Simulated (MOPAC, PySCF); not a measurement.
C2H6Si, SMILES `C=C[SiH3]`, neutral singlet in the gas phase. 

Z-matrix (Å, degrees):
```
C
C 1 1.3316
H 2 1.0849 1 121.80
H 2 1.0851 3 115.95 1 180.00
H 1 1.0881 2 117.98 3 -180.00
Si 1 1.8629 5 118.38 2 180.00
H 6 1.4820 1 109.11 5 179.99
H 6 1.4837 7 109.35 3 121.24
H 6 1.4837 7 109.35 8 117.53
```
Charge 0, spin multiplicity 1.

All levels are single points at this geometry (B3LYP-D3(BJ)/def2-TZVP); Pople sets use spherical d functions. Orbital energies aren't observables, and empty levels follow the basis.

```
level                            HOMO (eV)  LUMO (eV)  gap (eV)  dipole (D)  vertical IE, Delta-SCF (eV)
-------------------------------  ---------  ---------  --------  ----------  ---------------------------
B3LYP-D3(BJ)/def2-TZVP in PySCF      -7.76      -0.69      7.07        0.73                        10.17
B3LYP/6-311+G** in PySCF             -7.76      -0.72      7.03        0.65                            –
B3LYP/6-31G* in PySCF                -7.47      -0.18      7.29        0.77                        10.01
M06-2X/6-31G* in PySCF               -8.97       0.95      9.92        0.70                            –
HF/6-31G* in PySCF                  -10.24       3.94     14.18        0.82                         8.83
PM3 in MOPAC                         -9.99       0.64     10.63        0.15                            –
```
